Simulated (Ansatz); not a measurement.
Cost and result up the ladder for (AgH)3 ring (Ag3H3) (6 atoms). Charge 0, multiplicity 1. Geometry: PBE0-D4/def2-TZVP.

```xyz
6

Ag   -0.831    1.232   -0.514
H     0.898    1.811   -0.224
Ag    1.525    0.168    0.341
H     1.076   -1.594    0.665
Ag   -0.694   -1.400    0.173
H    -1.974   -0.218   -0.441
```

Ansatz on 4 threads of Intel Xeon on a shared host. Times are rough, and most runs start from the orbitals of an earlier one. CAM-B3LYP-D4/def2-TZVP serves as the yardstick here, not as an exact answer. Differences are given only for rows in sets of like size (and for xTB, whose basis is part of the method), since another set adds its own error. Binding counts from free atoms at the same level (Ag doublet, H doublet; other spins of the atoms weren't run), without zero-point energy or a counterpoise term.

In the def2 sets Ag takes a core potential; there is no spin–orbit coupling. B3LYP takes the VWN-RPA correlation. Correlated methods freeze no core orbitals; core or outer-core shells of Ag are correlated, in sets that lack core-valence functions.

Correlated methods converge slowly with the basis.

| level | functions | wall time | binding energy per atom (eV) | difference from CAM-B3LYP-D4/def2-TZVP (eV) |
| --- | --- | --- | --- | --- |
| LDA (SPW92)/def2-TZVP | 138 | 0.85 s | 2.13 | 0.37 |
| PBE-D4/def2-SVP | 108 | 1 s | 1.75 | – |
| PBE0-D4/def2-SVP | 108 | 1.1 s | 1.70 | – |
| PBE-D4/def2-TZVP | 138 | 1.3 s | 1.76 | 0.00 |
| PBE-D4/def2-TZVPD | 147 | 1.5 s | 1.76 | 0.00 |
| B3LYP-D4/def2-TZVP | 138 | 1.6 s | 1.71 | -0.05 |
| PBE0-D4/def2-TZVPD | 147 | 1.6 s | 1.71 | -0.05 |
| BLYP-D4/def2-TZVP | 138 | 1.7 s | 1.72 | -0.04 |
| BHLYP-D4/def2-TZVP | 138 | 1.8 s | 1.66 | -0.10 |
| CAM-B3LYP-D4/def2-TZVP | 138 | 2.2 s | 1.76 | 0.00 |
| r2SCAN-D4/def2-TZVP | 138 | 2.4 s | 1.82 | 0.06 |
| r2SCAN-D4/def2-TZVPD | 147 | 2.7 s | 1.82 | 0.06 |
| PBE0-D4/def2-TZVP (with forces) | 138 | 2.7 s | 1.71 | -0.05 |
| CCSD(T)/def2-TZVP | 138 | 50 s | 1.71 | -0.05 |
